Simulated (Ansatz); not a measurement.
Geometry optimisation, Ansatz 0.2.0, RKS PBE-D4/def2-SVP.

Input:

```yaml
crystal:
  periodic: [false, false, false]
  atoms:
    - { symbol: W, position_ang: [0.156643, -0.381331, 0.123662] }
    - { symbol: Cl, position_ang: [-0.250085, -0.392129, 2.455097] }
    - { symbol: O, position_ang: [1.988398, -0.127215, -0.362847] }
    - { symbol: H, position_ang: [2.537322, -0.82675, 0.066571] }
    - { symbol: H, position_ang: [0.210319, 0.946344, -0.902613] }
    - { symbol: H, position_ang: [-0.942037, 0.883653, 0.336136] }
    - { symbol: F, position_ang: [-0.20462, -2.167762, -0.366398] }
    - { symbol: H, position_ang: [-1.009275, -0.23098, -1.077564] }
    - { symbol: H, position_ang: [1.415119, 2.017024, 1.227444] }
    - { symbol: H, position_ang: [1.036816, 1.740645, 1.780011] }
basis:
  gaussian: { orbitals: def2-SVP }
hamiltonian:
  xc: pbe
  dispersion: d4
relax:
  f_tol: 0.03
  max_steps: 50
output:
  orbitals: {}
```

Command:

```bash
$ ansatz run input.yaml --threads 2 --pin off --max-ram 3072MiB --backend cpu --events-out ev --progress --plain --runs-dir out
```

Question: Where does it end, and by what steps?

Answer: It converged. After 8 steps the energy has fallen by 0.159 eV; H10 moved furthest, 0.72 Å.

| step | energy less start (eV) | largest force component (eV/Å) | accepted |
| --- | --- | --- | --- |
| 0 | 0.0000 | 1.332 | yes |
| 1 | -0.1011 | 0.231 | yes |
| 2 | -0.1282 | 0.173 | yes |
| 3 | -0.1500 | 0.080 | yes |
| 4 | -0.1576 | 0.049 | yes |
| 5 | -0.1580 | 0.044 | yes |
| 6 | -0.1579 | 0.084 | no |
| 7 | -0.1587 | 0.031 | yes |
| 8 | -0.1588 | 0.013 | yes |

```xyz
10
Properties=species:S:1:pos:R:3
W 0.062 -0.572 0.028
Cl -0.231 -0.618 2.312
O 1.912 -0.225 -0.312
H 2.454 -0.917 0.135
H 0.158 0.823 -0.903
H -1.010 0.697 0.321
F -0.302 -2.325 -0.585
H -1.098 -0.312 -1.167
H 1.724 2.537 1.427
H 1.270 2.373 2.024
```

Whether the end is a true minimum wasn't checked by a vibrational analysis.

Run time: 14 s on 2 threads of Intel(R) Xeon(R) 6975P-C (Granite Rapids), on a shared host, peak memory 0.18 GiB.
